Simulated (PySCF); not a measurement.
## Unknowns

Theoretical values (PySCF 2.14.0 with density-fitted response routines): GFN2-xTB geometry, PBE0/pcSseg-1 with gauge-including orbitals. Fast rotation and ring inversion assumed for equivalent nuclei, one computed conformer, non-relativistic Hamiltonian, no solvent model.

Shifts are taken against calculated references (same method and geometry level): 1H and 13C against TMS. Splittings of carbon signals by F and P are missing where no couplings were computed. Where no couplings were computed, multiplicities follow the n + 1 count of equivalent neighbours, and m marks all less simple cases (inequivalent or close neighbours, rings, F or P nearby). Shifts are as computed. Against solution values, carbons near 30 ppm lie about +3 ppm off and those near 130 ppm about +5 ppm. Of 1211 compounds with measured shifts, 218 miss one by over three times the rms of a fit or turn the order of signals round; such compounds aren't used in these exercises.

(1) C₆H₁₀FNSi₂. 1H NMR (300 MHz, computed): δ 9.02 (d, 1H), 8.07 (m, 1H), 7.99 (m, 1H), 7.41 (m, 1H), 6.01 (m, 1H), 4.10 (m, 1H), 3.99 (m, 1H), 0.51 (m, 3H). 13C{1H} NMR (computed): δ 172.7 (C), 155.0 (CH), 140.5 (CH), 135.9 (CH), 128.5 (CH), -10.0 (CH3). What is it?

(2) C₃H₁₃OPSi₃. 1H NMR (500 MHz, computed): δ 6.55 (m, 1H), 6.27 (m, 1H), 6.19 (m, 1H), 5.72 (m, 1H), 5.18 (s, 3H), 4.83 (m, 1H), 1.14 (m, 2H), 0.31 (m, 3H). 13C{1H} NMR (computed): δ 144.7 (CH), 140.1 (CH2), -4.2 (CH3). Give a structure.

## Answers

(1) `C[SiH2][Si@H](F)c1ccccn1`. The formula gives 4 degrees of unsaturation (1 ring in the answer). 6 carbon signals for 6 carbons: no two carbons are equivalent. Carbon types of the structure: 1 × C, 4 × CH, 1 × CH3, leaving 3 H on heteroatoms. δC 172.7: substituted aromatic carbon next to a ring nitrogen. δC 155.0: aromatic CH next to a ring nitrogen; the adjacent pyridine-type nitrogen withdraws density from it. δC 140.5, 135.9, 128.5: aromatic CH. δH 9.02: hydrogen on an aromatic CH next to a ring nitrogen; ring current plus the neighbouring ring nitrogen.

The data come from this structure; uniqueness wasn't tested.

(2) SMILES [Si@H](C=C)(O[SiH3])[Si@H](C)P. 3 carbon signals for 3 carbons: no two carbons are equivalent. Carbon types of the structure: 1 × CH, 1 × CH2, 1 × CH3, leaving 7 H on heteroatoms. δC 144.7: alkene CH; an sp2 carbon of a C=C bond. δC 140.1: terminal =CH2 carbon; the olefinic region. δC -4.2: methyl carbon bonded to Si; an electropositive neighbour leaves it electron-rich and shielded. δH 0.31: hydrogen on a methyl carbon bonded to Si; an electropositive neighbour shields it, as in TMS itself.

The data come from this structure; uniqueness wasn't tested.
